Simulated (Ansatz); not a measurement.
Basis-set series for C₈H₁₈O (`CC(C)(C)OC(C)(C)C`). Total charge 0; spin multiplicity 1. The structure was optimised at the PBE0-D4/def2-TZVP level.

```xyz
27

C    -1.7040   -1.9427    0.1166
C    -1.0879   -0.6130   -0.3009
C    -2.1374    0.4861   -0.1429
C    -0.6384   -0.7118   -1.7537
O    -0.0247   -0.4563    0.6387
C     1.0787    0.4437    0.5379
C     1.6239    0.4580    1.9607
C     2.1580   -0.1007   -0.3965
C     0.7007    1.8654    0.1398
H    -0.9702   -2.7447    0.0176
H    -2.5720   -2.1803   -0.5022
H    -2.0199   -1.8959    1.1604
H    -1.7976    1.4461   -0.5299
H    -3.0465    0.2134   -0.6845
H    -2.3911    0.6065    0.9122
H     0.1017   -1.5035   -1.8817
H    -0.2193    0.2244   -2.1247
H    -1.5021   -0.9520   -2.3783
H     1.8879   -0.5552    2.2692
H     0.8673    0.8384    2.6496
H     2.5129    1.0885    2.0300
H     2.3616   -1.1464   -0.1571
H     1.8738   -0.0338   -1.4460
H     3.0832    0.4663   -0.2668
H    -0.0602    2.2702    0.8091
H     0.3356    1.9275   -0.8861
H     1.5859    2.5021    0.2094
```

| functional | basis | functions | energy (Eh) | HOMO (eV) | LUMO (eV) |
| --- | --- | --- | --- | --- | --- |
| PBE0-D4 | def2-SVP | 216 | -390.18152 | -7.01 | 1.56 |
| PBE0-D4 | def2-TZVPP | 531 | -390.60826 | -7.11 | 0.98 |
| ωB97M-V | def2-SVP | 216 | -390.40470 | -9.40 | 3.16 |
| ωB97M-V | def2-TZVPP | 531 | -390.85754 | -9.52 | 2.36 |

Give the rows for def2-QZVPP. (Best estimate.)

The calculation gave: 
| functional | basis | functions | energy (Eh) | HOMO (eV) | LUMO (eV) |
| --- | --- | --- | --- | --- | --- |
| PBE0-D4 | def2-QZVPP | 1053 | -390.63011 | -7.13 | 0.54 |
| ωB97M-V | def2-QZVPP | 1053 | -390.87894 | -9.53 | 1.63 |

Positive LUMOs are unbound and depend on the basis.

All numbers were calculated with Ansatz.
